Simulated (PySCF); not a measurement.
C4H7ClSi, SMILES C(=C(C)[SiH3])=CCl.

Coordinates come from a B3LYP-D3(BJ)/def2-SVP optimisation. The structure was generated by enumeration, and PubChem lists no compound with its InChIKey, so it may never have been made.

Computed with M06-2X/def2-TZVP in PySCF.

Isolated molecule, no solvent.

Computed frontier levels, gap, dipole moment and polarisability:
```
Quantity                                                                                                         Value
---------------------------------------------------------------------------------------------  -----------------------
highest occupied level                                                                                        -8.24 eV
lowest empty level                                                                                            -0.04 eV
orbital gap                                                                                                    8.20 eV
dipole moment                                                                                                   2.03 D
quadrupole, principal values (traceless, Buckingham form, about the centre of nuclear charge)    -4.61, 0.78, 3.83 D·Å
mean static polarisability                                                                       92.1 bohr³ (13.65 Å³)
polarisability, principal values                                                               68.9, 74.6, 132.8 bohr³
```
